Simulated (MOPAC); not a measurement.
MOPAC input (PM6):

```
PM6 FORCE THERMO(298,298) PRECISE LET GEO-OK AUX(PRECISION=9) THREADS=1
O2S

S     0.00187271 1   -0.00378033 1    0.22540131 1
O     0.01876984 1    1.31955925 1   -0.24451902 1
O    -0.02319530 1   -1.31061735 1   -0.28827435 1
```

Output:

```
 *******************************************************************************
 **                                                                           **
 **                              MOPAC v23.2.5                                **
 **                                                                           **
 *******************************************************************************
 ** MOPAC's Digital Object Identifier: https://doi.org/10.5281/zenodo.6511958 **
 **                                                                           **
 ** Please cite the open-source release paper for use of this MOPAC version:  **
 ** J. E. Moussa and J. J. P. Stewart (2026)                                  **
 ** MOPAC: An open-source semiempirical molecular orbital program             **
 ** J. Open Source Softw., 11(119), 8025, https://doi.org/10.21105/joss.08025 **
 *******************************************************************************

                              PM6 CALCULATION RESULTS

 *******************************************************************************
 *  PM6        - The PM6 Hamiltonian to be used
 *  GEO-OK     - OVERRIDE INTERATOMIC DISTANCE AND OTHER SAFETY CHECKS
 *  LET        - OVERRIDE SOME SAFETY CHECKS
 *  PRECISE    - TIGHTER CRITERIA TO BE USED
 *  FORCE      - FORCE CALCULATION SPECIFIED
 *  AUX        - OUTPUT AUXILIARY INFORMATION
 *  THERMO     - THERMODYNAMIC QUANTITIES TO BE CALCULATED
 *******************************************************************************
PM6 FORCE THERMO(298,298) PRECISE LET GEO-OK AUX(PRECISION=9) THREADS=1
 O2S

   ATOM   CHEMICAL          X               Y               Z
  NUMBER   SYMBOL      (ANGSTROMS)     (ANGSTROMS)     (ANGSTROMS)

     1       S          0.00187271  *  -0.00378033  *   0.22540131  *
     2       O          0.01876984  *   1.31955925  *  -0.24451902  *
     3       O         -0.02319530  *  -1.31061735  *  -0.28827435  *

          CARTESIAN COORDINATES

    NO.       ATOM           X           Y           Z

     1         S          0.0019     -0.0038      0.2254
     2         O          0.0188      1.3196     -0.2445
     3         O         -0.0232     -1.3106     -0.2883

 General Reference for PM6:
 "Optimization of Parameters for Semiempirical Methods V: Modification of NDDO Approximations
 and Application to 70 Elements", J. J. P. Stewart, J. Mol. Mod., 13, 1173-1213 (2007)
 URL: https://link.springer.com/article/10.1007/s00894-007-0233-4

           Empirical Formula: O2 S  =     3 atoms

      MOLECULAR POINT GROUP   :   C2v

      RHF CALCULATION, NO. OF DOUBLY OCCUPIED LEVELS = 9

          HEAT OF FORMATION =     -62.905679 KCALS/MOLE

          CARTESIAN COORDINATE DERIVATIVES

   NUMBER  ATOM         X            Y            Z

     1       S     -0.019651    -0.025113     0.000000
     2       O      0.007182     0.015463     0.000000
     3       O      0.012469     0.009650     0.000000

 DIPOLE           X         Y         Z       TOTAL
 POINT-CHG.    -0.935    -2.501     0.000     2.670
 HYBRID         0.268     0.716    -0.000     0.764
 SUM           -0.668    -1.785     0.000     1.906

          GRADIENT NORM =   0.03945

          MOLECULAR WEIGHT =   64.06

          ROTATIONAL CONSTANTS IN CM(-1)

          A =    4.35063233   B =    0.30445442   C =    0.28454233

           PRINCIPAL MOMENTS OF INERTIA IN UNITS OF 10**(-40)*GRAM-CM**2

          A =        6.4342   B =       91.9440   C =       98.3782

          ORIENTATION OF MOLECULE IN FORCE CALCULATION

    NO.       ATOM         X         Y         Z

     1          S      -0.0861   -0.2301    0.0000
     2          O       1.3183   -0.2301    0.0000
     3          O      -1.1459    0.6913   -0.0000

    FIRST DERIVATIVES WILL BE USED IN THE CALCULATION OF SECOND DERIVATIVES

    FOR POINT-GROUP C2v  THERE ARE   4 UNIQUE SYMMETRY FUNCTIONS.


(To convert to Hartree/Bohr^2, multiply by (10^(-21) x N x a0^2)/(4.184 x 627.51) =  0.0642)

           FORCE MATRIX IN MILLIDYNES/ANGSTROM

                  S  1       O  2       O  3
 ------------------------------------------
     S    1  14.634805
     O    2   8.113046   8.462848
     O    3   8.109163   0.539118   8.462848

          HEAT OF FORMATION =     -62.905679 KCALS/MOLE

          ZERO POINT ENERGY       3.577 KCAL/MOL

           NORMAL COORDINATE ANALYSIS (Total motion = 1 Angstrom)

   Root No.       1         2         3

                 1 A1      2 A1      1 B2

                 224.7     993.2    1284.1

           1    0.1056   -0.0428    0.2984
           2    0.2824   -0.1144   -0.1116
           3   -0.0000    0.0000    0.0000
           4    0.0583    0.4377   -0.3407
           5   -0.3443   -0.0330   -0.0000
           6    0.0000    0.0000    0.0000
           7   -0.2699   -0.3520   -0.2571
           8   -0.2216    0.2623    0.2236
           9    0.0000   -0.0000   -0.0000

           MASS-WEIGHTED COORDINATE ANALYSIS (NORMAL COORDINATES)

   Root No.       1         2         3

                 1 A1      2 A1      1 B2

                 224.7     993.2    1284.1

           1    0.2290   -0.0940    0.6400
           2    0.6124   -0.2513   -0.2393
           3   -0.0000    0.0000    0.0000
           4    0.0894    0.6792   -0.5163
           5   -0.5275   -0.0512   -0.0000
           6    0.0000    0.0000    0.0000
           7   -0.4135   -0.5462   -0.3896
           8   -0.3395    0.4070    0.3388
           9    0.0000   -0.0000   -0.0000

          DESCRIPTION OF VIBRATIONS

 VIBRATION          1    1A1         ATOM PAIR     ENERGY CONTRIBUTION    RADIAL
 FREQUENCY           224.66         S 1 -- O 3         +50.0% ( 85.3%)      1.5%
 TRANSITION DIPOLE   2.9275         S 1 -- O 2         +50.0% ( 85.3%)      1.5%
 TRAVEL (Ang.)       0.1881
 REDUCED MASS        8.4816
 EFFECTIVE MASS     23.8570
 FORCE CONSTANT      0.2522

 VIBRATION          2    2A1         ATOM PAIR     ENERGY CONTRIBUTION    RADIAL
 FREQUENCY           993.23         S 1 -- O 2         +50.0% ( 70.2%)     93.7%
 TRANSITION DIPOLE   0.9056         S 1 -- O 3         +50.0% ( 70.2%)     93.7%
 TRAVEL (Ang.)       0.0981
 REDUCED MASS        7.0555
 EFFECTIVE MASS     16.9752
 FORCE CONSTANT      4.1008

 VIBRATION          3    1B2         ATOM PAIR     ENERGY CONTRIBUTION    RADIAL
 FREQUENCY          1284.06         S 1 -- O 3         +50.0% ( 78.2%)     95.9%
 TRANSITION DIPOLE   5.1944         S 1 -- O 2         +50.0% ( 78.2%)     95.9%
 TRAVEL (Ang.)       0.0753
 REDUCED MASS        9.2614
 EFFECTIVE MASS     22.8085
 FORCE CONSTANT      8.9970

      SYMMETRY NUMBER FOR POINT-GROUP C2v =  2

          SYSTEM IS A GROUND STATE

 O2S

          MOLECULE IS NOT LINEAR

          THERE ARE  3 GENUINE VIBRATIONS IN THIS SYSTEM
          THIS THERMODYNAMICS CALCULATION IS LIMITED TO
          MOLECULES WHICH HAVE NO INTERNAL ROTATIONS

                    CALCULATED THERMODYNAMIC PROPERTIES
                                          *
   TEMP. (K)   PARTITION FUNCTION   H.O.F.    ENTHALPY  HEAT CAPACITY ENTROPY
                                   KCAL/MOL   CAL/MOLE    CAL/K/MOL  CAL/K/MOL

 298.00  VIB.     0.1526D+01                   359.1170     2.3432     2.0454
         ROT.     0.4303D+04                   888.2803     2.9808    19.6079
         INT.     0.6568D+04                  1247.3973     5.3240    21.6532
         TRA.     0.4957D+27                  1480.4672     4.9680    38.3882
         TOT.                      -62.906    2727.8645    10.2920    60.0414

   *: NOTE: HEATS OF FORMATION ARE RELATIVE TO THE
            ELEMENTS IN THEIR STANDARD STATE AT 298K
              (=  Standard Enthalpy of Formation).

            Hvib:  Zero-point energy is not included.
                   frequencies of less than zero cm-1 are not included.
            Hrot = (3/2)RT
            Htra = (3/2)RT + pV = (5/2)RT

            Heat capacity is Cp, not Cv

          For more information, see: HTTP://OpenMOPAC.net/Manual/thermochemistry.html

           FORCE CONSTANT IN CARTESIAN COORDINATES (Millidynes/A)

    ATOM   CHEMICAL       X               Y               Z
   NUMBER   SYMBOL  FORCE CONSTANT  FORCE CONSTANT  FORCE CONSTANT

      1       S       12.968860        3.317944        0.001795
      2       O        8.439614        0.155545        0.000930
      3       O        5.212689        3.382470        0.000930

 **********************
 *                    *
 * JOB ENDED NORMALLY *
 *                    *
 **********************

 == MOPAC DONE ==
```
